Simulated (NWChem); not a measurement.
Species: AlHOIF; SMILES [OH][Al]([F])[I]

```xyz
5

Al     0.0119    -1.3498     0.0000
F     -1.4176    -2.1895     0.0000
I     -0.0177     1.0872     0.0000
O      1.4909    -2.1573     0.0000
H      1.6118    -3.1085     0.0000
```
Atoms are numbered in this order, from 1.

Computed with NWChem. All runs use the structure optimised with PBE0/def2-SVP. def2 effective core potentials on I; no spin-orbit coupling. Level MN15/def2-SVP: energy and gradient on several grids; changes count from the extra-fine grid, which is no exact limit either.

```csv
grid,size of the energy change (μHa),largest change of a gradient component (μHa/bohr)
xcoarse,20000,900
coarse,600,900
medium,< 10,200
fine,< 10,< 30
xfine,< 10,< 30
```
